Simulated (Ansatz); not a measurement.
Relaxation of AlClH7N3 (12 atoms, charge 0, multiplicity 1), to a largest force component of 0.03 eV/Å in at most 50 steps.

Method: Ansatz, RKS B3LYP-D4/6-31G*.

```xyz
12
Properties=species:S:1:pos:R:3
Al -0.040 -0.054 -0.508
N 1.365 -0.831 0.468
N -1.383 -1.088 -1.049
N 0.072 1.671 -0.923
H 0.480 0.114 2.376
Cl -0.484 0.861 2.877
H 2.311 -0.495 0.330
H 1.383 -1.831 0.640
H -2.307 -0.733 -1.272
H -1.402 -2.097 -0.970
H 0.487 2.371 -0.323
H -0.480 2.114 -1.646
```

Task: Where does it end, and by what steps?

Result: It converged. After 32 steps the energy has fallen by 2.113 eV; H5 moved furthest, 1.49 Å. Parted: H5–Cl6. Joined: Al1–Cl6, N2–H5.

```json
{"step": "0", "energy less start (eV)": "0.0000", "largest force component (eV/Å)": "1.083", "accepted": "yes"}
{"step": "2", "energy less start (eV)": "-0.2316", "largest force component (eV/Å)": "0.369", "accepted": "yes"}
{"step": "4", "energy less start (eV)": "-0.2895", "largest force component (eV/Å)": "0.566", "accepted": "yes"}
{"step": "6", "energy less start (eV)": "-0.3936", "largest force component (eV/Å)": "0.418", "accepted": "yes"}
{"step": "8", "energy less start (eV)": "-0.4351", "largest force component (eV/Å)": "0.355", "accepted": "yes"}
{"step": "10", "energy less start (eV)": "-0.5979", "largest force component (eV/Å)": "0.726", "accepted": "yes"}
{"step": "12", "energy less start (eV)": "-1.0855", "largest force component (eV/Å)": "1.419", "accepted": "yes"}
{"step": "14", "energy less start (eV)": "-1.7362", "largest force component (eV/Å)": "0.634", "accepted": "yes"}
{"step": "16", "energy less start (eV)": "-1.9790", "largest force component (eV/Å)": "1.385", "accepted": "yes"}
{"step": "18", "energy less start (eV)": "-2.0760", "largest force component (eV/Å)": "0.608", "accepted": "yes"}
{"step": "20", "energy less start (eV)": "-2.0995", "largest force component (eV/Å)": "0.248", "accepted": "yes"}
{"step": "22", "energy less start (eV)": "-2.0752", "largest force component (eV/Å)": "0.745", "accepted": "no"}
{"step": "24", "energy less start (eV)": "-2.1075", "largest force component (eV/Å)": "0.175", "accepted": "yes"}
{"step": "26", "energy less start (eV)": "-2.1094", "largest force component (eV/Å)": "0.210", "accepted": "no"}
{"step": "28", "energy less start (eV)": "-2.1113", "largest force component (eV/Å)": "0.150", "accepted": "yes"}
{"step": "30", "energy less start (eV)": "-2.1130", "largest force component (eV/Å)": "0.031", "accepted": "yes"}
{"step": "32", "energy less start (eV)": "-2.1134", "largest force component (eV/Å)": "0.025", "accepted": "yes"}
```

```xyz
12
Properties=species:S:1:pos:R:3
Al -0.447 0.252 0.181
N 1.276 -0.728 0.684
N -1.281 -1.049 -0.767
N 0.189 1.692 -0.708
H 1.410 -0.826 1.691
Cl -1.082 0.731 2.209
H 2.031 -0.151 0.309
H 1.320 -1.648 0.245
H -1.951 -0.762 -1.474
H -1.667 -1.864 -0.299
H 0.013 2.624 -0.349
H 0.188 1.731 -1.722
```

Whether the end is a true minimum wasn't checked by a vibrational analysis.

Time of the run: 120 s on 2 threads of Arm Neoverse V1, with other jobs on the host, peak memory 0.22 GiB.
